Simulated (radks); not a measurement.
Effect of the nuclear size on the cerium ion Ce3+, [Xe] 4f1. Calculated with a radial shooting solver on a logarithmic mesh with Libxc functionals: Dirac Kohn-Sham, BLYP, spin-unpolarised, spherical densities, finite nucleus; open shells fill j = l - 1/2 first; Fermi nuclear charge, rms radius 4.8771 fm. The rms radius is varied about that value; shifts are against it.

| rms radius (fm) | total energy shift (eV) | density at nucleus (e/bohr^3) | 1s1/2 shift (meV) | 2s1/2 shift (meV) | 4p1/2 shift (meV) | 5s1/2 shift (meV) | 5p1/2 shift (meV) | 4f5/2 shift (meV) | 6s1/2 (empty) shift (meV) |
|---|---|---|---|---|---|---|---|---|---|
| 4.0285 | -3.34 | 3.986e+05 | -1390 | -170 | 0.452 | -1.36 | 0.114 | 0.275 | -0.276 |
| 4.5698 | -1.27 | 3.883e+05 | -527 | -64.5 | 0.172 | -0.516 | 0.043 | 0.104 | -0.105 |
| 4.8771 | 0 | 3.831e+05 | 0.000 | 0.000 | 0.000 | 0.000 | 0.000 | 0.000 | 0.000 |
| 5.2039 | 1.42 | 3.779e+05 | 591 | 72.2 | -0.192 | 0.578 | -0.048 | -0.117 | 0.117 |
| 5.9891 | 5.13 | 3.67e+05 | 2130 | 261 | -0.693 | 2.09 | -0.175 | -0.423 | 0.424 |

Slopes of the eigenvalues against <r^2> in GHz/fm^2, as finite differences over the two radii next to the reference (eigenvalue slopes, not the field-shift constants of lines): 1s1/2 43600, 2s1/2 5330, 4p1/2 -14.2, 5s1/2 42.7, 5p1/2 -3.57, 4f5/2 -8.64, 6s1/2 (empty) 8.67.
